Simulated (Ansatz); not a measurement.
Total energies of `C=[N][AlH][SH]`.

```tsv
atom	x (Å)	y (Å)	z (Å)
C1	0.322	1.466	1.343
N2	-0.015	0.617	0.501
Al3	-0.492	-0.567	-0.685
S4	0.999	-2.065	-1.238
H5	0.787	2.424	1.064
H6	0.177	1.317	2.425
H7	-1.936	-0.533	-1.309
H8	0.158	-2.658	-2.103
```

The species carries charge 0 and has multiplicity 1. The structure was optimised at the PBE0-D4/def2-TZVP level. It is one conformer, not always the lowest. Basis def2-TZVPP, Ansatz 0.2.0.

RPA on PBE orbitals: Hartree–Fock energy of these orbitals -734.15361 Eh, correlation -1.03019 Eh (frozen core).

```csv
functional,energy without D4 (Eh),D4 term (kJ/mol)
PBE,-735.55330,-15.0
revPBE,-735.82959,-42.4
BLYP,-735.95454,-32.5
r2SCAN,-735.87382,-3.7
PBE0,-735.61387,-12.8
B3LYP,-736.03014,-24.4
r2SCANh,-735.86423,-4.0
r2SCAN0,-735.85078,-4.4
HSE06 (plane-wave form),-735.59530,-12.1
BHLYP,-735.92771,-20.0
CAM-B3LYP,-735.95313,-13.2
LC-ωPBE,-735.71709,–
ωB97X-V,-735.85136,–
PBE-QIDH,-735.42479,–
```

(1) Give the same for LDA (SPW92), B97M-V, ωB97M-V, B2PLYP. (Estimate.)

B3LYP takes the VWN-RPA correlation (the form of Gaussian; ORCA's B3LYP/G). HSE06 is the plane-wave form, built on full-range PBE exchange. The double hybrids freeze the cores in their second-order part.

## Answers

(1) Computed: 
```
 functional  energy without D4 (Eh)  D4 term (kJ/mol)
LDA (SPW92)              -732.73009                 –
     B97M-V              -735.81974                 –
    ωB97M-V              -735.90510                 –
     B2PLYP              -735.66341                 –
```

LC-ωPBE has ω = 0.4 bohr⁻¹.
